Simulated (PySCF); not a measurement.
# `[C-]#[N+]c1cccn1C`, C₆H₆N₂

Geometry:
```tsv
atom	x (Å)	y (Å)	z (Å)
C1	-1.697	2.097	-1.010
N2	-0.785	1.422	-0.692
C3	0.258	0.634	-0.321
C4	1.624	0.851	-0.404
C5	2.242	-0.302	0.130
C6	1.239	-1.171	0.515
N7	0.032	-0.599	0.240
C8	-1.270	-1.168	0.484
H9	2.096	1.744	-0.807
H10	3.311	-0.482	0.225
H11	1.293	-2.159	0.967
H12	-1.853	-0.536	1.170
H13	-1.834	-1.276	-0.454
H14	-1.143	-2.159	0.937
```

Level of theory: PySCF, TDDFT B3LYP/def2-SVPD excited states, vertical, gas phase. Geometry: PBE0-D3(BJ)/def2-SVP.

States above about 6.3 eV lie in this functional's continuum (it starts at minus the energy of the highest occupied orbital, well below the true ionisation energy for most functionals) and depend on the basis. Singlets 1 and 2 lie within 0.01 eV of each other, so their separate moments and overlaps can depend on how they mix.

Question: Give the one- and two-photon strengths of the lowest singlets.

Answer: δ for parallel linear polarisation; σ at the peak of a Lorentzian of half width 0.1 eV, single beam; Ω is circular over linear.
```tsv
state	E (eV)	f	photon λ (nm)	δ (au)	σ (GM)	Ω	main
S1	5.26	0.008	472	6.99	0.07	0.90	HOMO→LUMO+1 0.88, HOMO→LUMO+2 0.08
S2	5.26	0.320	472	274	2.77	0.86	HOMO→LUMO 0.89
S3	5.74	0.005	432	34.4	0.41	1.50	HOMO→LUMO+2 0.90, HOMO→LUMO+1 0.08
S4	5.77	0.064	429	81.9	1.00	1.20	HOMO−1→LUMO 0.81, HOMO→LUMO+3 0.14
S5	6.44	0.005	385	21	0.32	1.50	HOMO→LUMO+4 0.95
```

Among these, the strongest one-photon state is S2, the strongest two-photon state S2, with a dipole change of 3.1 D (relaxed, norm of the difference vector).
